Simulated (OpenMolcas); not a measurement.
d2 ions of charge +3 down a group with 6 water ligands in octahedral coordination

```
Program             : OpenMolcas
Method              : CASSCF
Spin-orbit coupling : state interaction with AMFI integrals over the reference wave functions
```

The d shell is active. Anionic complexes are neutralised by point charges behind the ligands. Distances were set from a Shannon-type radius of the metal (high-spin where two are listed) plus a fixed donor radius (H2O 1.36 Å). Ligand basis ANO-RCC-VDZP, DKH2 Hamiltonian. States (labels of O, taken over from Oh, the nearest higher group). Energies in cm-1 above the lowest state or level, χT in cm3 K/mol; under a threefold ground state the first gap can be a small split of the lowest multiplet, not the spin-orbit step; 10Dq and B are least-squares fits to the states below 45000 cm-1, weighted by degeneracy, with a free offset, and given where the rms deviation is under 5 % of |10Dq| (or 100 cm-1) and under 700 cm-1. Spin-only χT is S(S+1) / 2 for the spin of the ground state.

| Ion | Shell | R (Å) | Metal basis | Ground state | First state of that spin | 10Dq | B (rms of fit) | First gap with spin-orbit (degeneracies) | χT at 300 K | First state of another spin | Spin-only χT |
| --- | --- | --- | --- | --- | --- | --- | --- | --- | --- | --- | --- |
| V3+ | 3d2 | 2 | ANO-RCC-VTZP | 3T1 | 3T2 14335 | 15903 | 994 (47) | 4.9 (2, 3) | 0.898 | 1T2 13951 | 1.000 |
| Nb3+ | 4d2 | 2.08 | ANO-RCC-VTZP | 3T1 | 3T2 28736 | 30144 | 670 (98) | 16.7 (2, 3) | 0.488 | 1T2 9676 | 1.000 |
| Ta3+ | 5d2 | 2.08 | ANO-RCC-VTZP | 3T1 | 3T2 33314 | 34682 | 629 (73) | 164.5 (2, 3) | 0.186 | 1E 9130 | 1.000 |

|10Dq| changes by factors of 30144 / 15903 = 1.90 from V3+ to Nb3+, 34682 / 30144 = 1.15 from Nb3+ to Ta3+.

B goes from 994 cm-1 (V3+) to 629 cm-1 (Ta3+).

χT departs most from the spin-only value for Ta3+, by -0.814 cm3 K/mol.

An orbital triplet at a regular site is open to Jahn-Teller coupling, which can distort the site and quench the lowest spin-orbit gaps and is left out. Without dynamic correlation the repulsion within the d shell is too large (B by tens of per cent), so at a given field states of lower spin stand too high. Ligand-to-metal charge-transfer states are missing. With no ligand orbital active B as a rule stays too high, so bands that hang on it stand too high and its fall with covalency is understated. With metal d orbitals alone the field can be off either way by tens of per cent. The least metal-like active orbital is 79 % on the metal (Löwdin) and no ligand orbital is active, so the numbers are rough (holds for Nb3+). The least metal-like active orbital is 75 % on the metal (Löwdin) and no ligand orbital is active, so the numbers are rough (holds for Ta3+). No measured value stands beside these numbers; the geometry was imposed, not optimised, and the real ion may take another.
